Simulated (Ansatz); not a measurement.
Ansatz (a first-principles code) job for MgClI, SMILES [Mg]([I])[Cl], PBE-D3(BJ)/def2-TZVP. 

Ansatz 0.2 input:
```yaml
crystal:
  periodic: [false, false, false]
  atoms:
    - {symbol: Mg, position_ang: [0.31215280, -1.22063159, 0.00000000]}
    - {symbol: Cl, position_ang: [-0.12141810, -3.30367006, -0.00000000]}
    - {symbol: I, position_ang: [-0.03173068, 1.33603717, -0.00000000]}
basis:
  gaussian:
    orbitals: def2-TZVP
hamiltonian:
  xc: pbe
  dispersion: d3bj
relax: {f_tol: 0.002, max_steps: 200}
```

It prints:

```
WARN ansatz: RAYON_NUM_THREADS=1 ignored (pool sized by the plan → 1); use --threads N
Functional definition: PBE
integrals: 0.05 GiB planned
911 factors; their error is unknown
mean field: 0.30 GiB planned
mean field evaluation 1: about -26061.8876 eV, gradient 2.4e1 eV
mean field evaluation 2: about -26058.5173 eV, gradient 4.4e1 eV
mean field evaluation 4: about -26063.5832 eV, gradient 1.8e0 eV
mean field evaluation 8: about -26063.5789 eV, gradient 6.3e-2 eV
mean field evaluation 16: about -26063.5789 eV, gradient 1.7e-5 eV
mean field -26063.57886532 eV, -957.8188567723 hartree, gradient 1.7e-5 eV, S^2 0.000000; 0 other end points of the search recorded, 0 dependent functions left out
the calculation of the forces begins
reference -26063.57889874 eV, -957.8188580005 hartree; 27, 27 occupied and 92, 92 virtual orbitals, 911 factors
relax step   1: F+E_penalty+E_count = -26063.65005016 eV  Δ(F+E_penalty+E_count) = +0.000e0 eV  max|allowed force component| = 1.084e0 eV/Å  Δτ_max = 0.0000 Å  (27 SCF iters, accepted)
these checks for a lower state are left out or cut short: starts, cluster_reference, orbital_swaps, neighbouring_geometries, increment
integrals: 0.05 GiB planned
911 factors; their error is unknown
mean field: 0.30 GiB planned
mean field -26063.63002412 eV, -957.8207368233 hartree, gradient 2.1e-5 eV, S^2 0.000000; 0 other end points of the search recorded, 0 dependent functions left out
the calculation of the forces begins
reference -26063.63005729 eV, -957.8207380425 hartree; 27, 27 occupied and 92, 92 virtual orbitals, 911 factors
relax step   2: F+E_penalty+E_count = -26063.70081376 eV  Δ(F+E_penalty+E_count) = -5.076e-2 eV  max|allowed force component| = 1.958e-1 eV/Å  Δτ_max = 0.0783 Å  (27 SCF iters, accepted)
these checks for a lower state are left out or cut short: starts, cluster_reference, orbital_swaps, neighbouring_geometries, increment
integrals: 0.05 GiB planned
911 factors; their error is unknown
mean field: 0.29 GiB planned
mean field evaluation 32: about -26063.6529 eV, gradient 1.6e-5 eV
mean field -26063.65294371 eV, -957.8215791030 hartree, gradient 1.6e-5 eV, S^2 0.000000; 0 other end points of the search recorded, 0 dependent functions left out
the calculation of the forces begins
reference -26063.65297689 eV, -957.8215803221 hartree; 27, 27 occupied and 92, 92 virtual orbitals, 911 factors
relax step   3: F+E_penalty+E_count = -26063.72267603 eV  Δ(F+E_penalty+E_count) = -2.186e-2 eV  max|allowed force component| = 3.059e-1 eV/Å  Δτ_max = 0.1905 Å  (28 SCF iters, accepted)
these checks for a lower state are left out or cut short: starts, cluster_reference, orbital_swaps, neighbouring_geometries, increment
integrals: 0.05 GiB planned
911 factors; their error is unknown
mean field: 0.30 GiB planned
mean field -26063.65715635 eV, -957.8217339146 hartree, gradient 1.4e-5 eV, S^2 0.000000; 0 other end points of the search recorded, 0 dependent functions left out
the calculation of the forces begins
reference -26063.65718950 eV, -957.8217351328 hartree; 27, 27 occupied and 92, 92 virtual orbitals, 911 factors
relax step   4: F+E_penalty+E_count = -26063.72741342 eV  Δ(F+E_penalty+E_count) = -4.737e-3 eV  max|allowed force component| = 3.215e-2 eV/Å  Δτ_max = 0.0237 Å  (28 SCF iters, accepted)
these checks for a lower state are left out or cut short: starts, cluster_reference, orbital_swaps, neighbouring_geometries, increment
integrals: 0.05 GiB planned
911 factors; their error is unknown
mean field: 0.30 GiB planned
mean field -26063.65724841 eV, -957.8217372976 hartree, gradient 1.7e-5 eV, S^2 0.000000; 0 other end points of the search recorded, 0 dependent functions left out
the calculation of the forces begins
reference -26063.65728156 eV, -957.8217385159 hartree; 27, 27 occupied and 92, 92 virtual orbitals, 911 factors
relax step   5: F+E_penalty+E_count = -26063.72745958 eV  Δ(F+E_penalty+E_count) = -4.616e-5 eV  max|allowed force component| = 6.945e-4 eV/Å  Δτ_max = 0.0021 Å  (21 SCF iters, accepted)
integrals: 0.05 GiB planned
911 factors; their error is unknown
mean field: 0.30 GiB planned
mean field evaluation 64: about -26063.6572 eV, gradient 3.1e-5 eV
mean field -26063.65724841 eV, -957.8217372976 hartree, gradient 1.6e-5 eV, S^2 0.000000; 1 other end points of the search recorded, 0 dependent functions left out
the calculation of the forces begins
reference -26063.65728156 eV, -957.8217385159 hartree; 27, 27 occupied and 92, 92 virtual orbitals, 911 factors
Total energy: -26063.72749273 eV, -957.8243187289 hartree
Atom 0 at     0.051067    -1.180651     0.000000 Å, force     0.000024    -0.000508    -0.000000 eV/Å
Atom 1 at     0.015849    -3.365921    -0.000000 Å, force    -0.000006     0.000694     0.000000 eV/Å
Atom 2 at     0.092088     1.358308    -0.000000 Å, force    -0.000018    -0.000186     0.000000 eV/Å
Dipole moment:     0.002006     0.126628     0.000000 e Å
```

Self-consistency was reached.

Cost: very roughly 7 core-seconds.
